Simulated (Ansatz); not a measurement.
Process, species as SMILES: [SiH][SiH3] (SiH-SiH3) (closed-shell singlet) → 4 H atom + 2 Si atom
B3LYP-D3(BJ)/def2-TZVP geometries, fixed; electronic energies without zero-point terms.

Basis-set convergence of the atomisation energy at PBE with Ansatz (a program for electronic structure). Cartesian d functions, on some or all atoms, in 6-31G*, 6-31+G*, 6-311G**, 6-311+G**; all else is spherical. The program fits the integrals of some runs and decomposes those of others, by size. Open shells are unrestricted. No added dispersion term, no relativity. Functions are those of the species that has most. Reference: the value in aug-pcseg-3, 356.84 kcal/mol, itself unsure by roughly 0.27 kcal/mol (its mean distance from aug-cc-pV(Q+d)Z, cc-pV(5+d)Z, def2-QZVPPD). Deviations are taken from unrounded values.

```
basis            functions  atomisation energy (kcal/mol)
---------------  ---------  -----------------------------
6-31G*                  46                         354.51
6-31+G*                 54                         354.83
def2-SVP                56                         355.27
def2-SVPD               80                         356.77
pcseg-1                 56                         352.70
aug-pcseg-1             90                         353.35
cc-pV(D+d)Z             66                         354.26
aug-cc-pV(D+d)Z        100                         353.07
6-311G**                78                         352.66
6-311+G**               86                         352.66
def2-TZVP               98                         356.93
def2-TZVPD             122                         357.15
pcseg-2                124                         355.54
aug-pcseg-2            192                         356.29
cc-pV(T+d)Z            134                         357.50
aug-cc-pV(T+d)Z        202                         357.00
def2-TZVPP             140                         357.41
def2-TZVPPD            164                         357.54
cc-pV(Q+d)Z            248                         357.42
aug-cc-pV(Q+d)Z        362                         357.37
def2-QZVPP             260                         356.85
def2-QZVPPD            284                         356.89
pcseg-3                260                         356.78
aug-pcseg-3            374                         356.84
```

What the diffuse functions change, pair by pair:
- 6-31G* to 6-31+G*: 8 more functions, deviation -2.33 to -2.02 kcal/mol
- def2-SVP to def2-SVPD: 24 more functions, deviation -1.57 to -0.08 kcal/mol
- pcseg-1 to aug-pcseg-1: 34 more functions, deviation -4.14 to -3.49 kcal/mol
- cc-pV(D+d)Z to aug-cc-pV(D+d)Z: 34 more functions, deviation -2.58 to -3.77 kcal/mol
- 6-311G** to 6-311+G**: 8 more functions, deviation -4.18 to -4.18 kcal/mol
- def2-TZVP to def2-TZVPD: 24 more functions, deviation 0.09 to 0.30 kcal/mol
- pcseg-2 to aug-pcseg-2: 68 more functions, deviation -1.30 to -0.55 kcal/mol
- cc-pV(T+d)Z to aug-cc-pV(T+d)Z: 68 more functions, deviation 0.66 to 0.16 kcal/mol
- def2-TZVPP to def2-TZVPPD: 24 more functions, deviation 0.57 to 0.70 kcal/mol
- cc-pV(Q+d)Z to aug-cc-pV(Q+d)Z: 114 more functions, deviation 0.58 to 0.52 kcal/mol
- def2-QZVPP to def2-QZVPPD: 24 more functions, deviation 0.01 to 0.04 kcal/mol
- pcseg-3 to aug-pcseg-3: 114 more functions, deviation -0.06 to 0.00 kcal/mol

Leaving out the reference's own pair, they bring the value nearer the reference by more than 0.27 kcal/mol in 5 of 11 pairs.
